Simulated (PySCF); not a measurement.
A GIAO shielding run with PySCF 2.14 (density fitting, non-relativistic, gas phase) on `[SiH3]CC1CC1`, C₄H₁₀Si:

```
$ OMP_NUM_THREADS=1 python probes_run.py task.json out

{"job": {"kind": "nmr", "xc": "PBE0", "basis": "aug-cc-pVDZ", "pop": true}, "charge": 0, "multiplicity": 1}
Si     2.352620     0.164785     0.231431
C      0.813473     0.892480    -0.587140
C     -0.364038    -0.055057    -0.580112
C     -1.226933    -0.187495     0.641494
C     -1.773504     0.461302    -0.597312
H      3.490640     1.134811     0.168183
H      2.766212    -1.094915    -0.462633
H      2.082660    -0.157718     1.666761
H      1.067096     1.188167    -1.620126
H      0.554230     1.826120    -0.057827
H     -0.197172    -0.983720    -1.138360
H     -1.595060    -1.178953     0.918111
H     -0.996736     0.455353     1.496594
H     -2.522424    -0.077958    -1.183524
H     -1.911467     1.546617    -0.585634
```

Hardware: 1 thread of an Arm Neoverse N1, shared host. The job also computes population analyses, field gradients, ring-centre shieldings.

Q: How large is the calculation?

A: 48 electrons, 209 basis functions and 672 auxiliary functions.

Q: How long does it take, and how much memory does it need?

A: 45 s of wall time, with 12 SCF cycles and 4 response iterations; peak memory 0.94 GiB. Times on a shared host scatter by some tens of per cent.

Q: And these other runs on the same molecule and hardware: GIAO shielding at PBE0/6-311+G(2d,p); GIAO shielding at PBE0/6-31G*; GIAO shielding at PBE0/IGLO-III; GIAO shielding at PBE0/cc-pVDZ; GIAO shielding at PBE0/cc-pVTZ; GIAO shielding at PBE0/def2-SVP?

A: PBE0/6-311+G(2d,p): 203 functions, 41 s; PBE0/6-31G*: 94 functions, 15 s; PBE0/IGLO-III: 284 functions, 69 s; PBE0/cc-pVDZ: 124 functions, 20 s; PBE0/cc-pVTZ: 294 functions, 74 s; PBE0/def2-SVP: 124 functions, 18 s.
